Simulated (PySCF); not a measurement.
Input of a response calculation (the driver script's job line, then coordinates in Å):

```
{"job": {"kind": "uv", "xc": "B3LYP", "basis": "def2-SVPD", "nstates": 8, "ntriplets": 3}, "charge": 0, "multiplicity": 1}
B      1.160387     1.240432    -0.554102
N      1.846464     0.062746    -0.117178
Si     0.983739    -1.396066    -0.537192
C     -0.746921    -1.173995     0.257033
C     -1.384478     0.201509     0.019955
Si    -0.339216     1.737707     0.579400
H      1.217800     1.461368    -1.708640
H      2.053056     0.049472     0.875340
H      1.735630    -2.490239     0.080537
H      0.919217    -1.491758    -1.994262
H     -0.655331    -1.329519     1.336636
H     -1.437033    -1.945093    -0.096277
H     -2.357598     0.227256     0.517076
H     -1.585529     0.315800    -1.048297
H     -0.214449     1.636211     2.049306
H     -1.203338     2.903114     0.329254
```

Its output, with some lines taken out ([cut]):

```
coarse grid: 13768 points
cycle   1  E = -740.4179985383  dE =  4.036e-01  |g| = 5.486e-01  |ddm| = 5.424e+00
cycle   2  E = -740.3210603218  dE =  9.694e-02  |g| = 8.278e-01  |ddm| = 2.159e+00
cycle   3  E = -740.4918032211  dE = -1.707e-01  |g| = 8.920e-02  |ddm| = 1.205e+00
cycle   4  E = -740.4935515144  dE = -1.748e-03  |g| = 4.055e-02  |ddm| = 2.092e-01
cycle   5  E = -740.4939487780  dE = -3.973e-04  |g| = 1.179e-02  |ddm| = 6.823e-02
cycle   6  E = -740.4939862867  dE = -3.751e-05  |g| = 2.521e-03  |ddm| = 3.124e-02
cycle   7  E = -740.4939881876  dE = -1.901e-06  |g| = 5.304e-04  |ddm| = 6.150e-03
final grid: 122192 points
cycle   8  E = -740.5937108350  dE = -3.488e-05  |g| = 4.935e-03  |ddm| = 1.159e-01
cycle   9  E = -740.5937022969  dE =  8.538e-06  |g| = 7.642e-03  |ddm| = 1.641e-02
cycle  10  E = -740.5937172706  dE = -1.497e-05  |g| = 4.859e-04  |ddm| = 9.877e-03
cycle  11  E = -740.5937173196  dE = -4.898e-08  |g| = 2.544e-04  |ddm| = 1.199e-03
cycle  12  E = -740.5937173343  dE = -1.470e-08  |g| = 5.922e-05  |ddm| = 4.572e-04
cycle  13  E = -740.5937173353  dE = -9.670e-10  |g| = 2.098e-05  |ddm| = 1.525e-04
converged SCF energy = -740.5937173353

[cut]

Singlet excitations
state   eV       nm        f      main configurations
  1   4.0774    304.1   0.01939   H->L 0.98
  2   5.7792    214.5   0.00441   H->L+1 0.98
  3   5.8468    212.1   0.04848   H-1->L 0.92
[cut]
  5   6.3341    195.7   0.05780   H->L+2 0.78, H->L+3 0.17
[cut]
[cut]
[cut]

[cut]
```

Method: TDDFT B3LYP/def2-SVPD, vertical, gas phase, core orbitals frozen in the response (PySCF). The structure is a single GFN2-xTB conformer in the gas phase; no vibrational or solvent corrections.

Task: Restore the lines that were cut, in order.

Result: 
```
Static polarisability (au): isotropic 97.208, principal 84.222 96.352 111.049
  4   6.0772    204.0   0.01138   H-2->L 0.89
  6   6.4715    191.6   0.00613   H-3->L 0.69, H->L+3 0.20
  7   6.5085    190.5   0.05034   H->L+3 0.51, H-3->L 0.29
  8   6.6949    185.2   0.03073   H->L+4 0.89
Triplet excitations (Tamm-Dancoff, eV): 3.3251 5.2531 5.5788
```

Task: What is the gap between the lowest singlet and the lowest triplet?

Result: 4.0774 − 3.3251 = 0.7523 eV (full response against Tamm–Dancoff).

Task: How many basis functions and electrons does this run hold?

Result: 208 basis functions for 62 electrons in 31 doubly occupied orbitals.

Task: What is the polarisability anisotropy, √(½[(α1 − α2)² + (α2 − α3)² + (α3 − α1)²])?

Result: 23.27 au.

Task: Which species is it?

Result: `B1N[SiH2]CC[SiH2]1` (C2H10BNSi2), point group C1.

The SCF starts on a coarse grid; the energy jumps when the final grid takes over, and dE counts afresh there. H and L stand for HOMO and LUMO.

The run took 59 s on one thread, Arm Neoverse N1 (aarch64), on a shared host, and the process peaked at 0.82 GiB of memory.
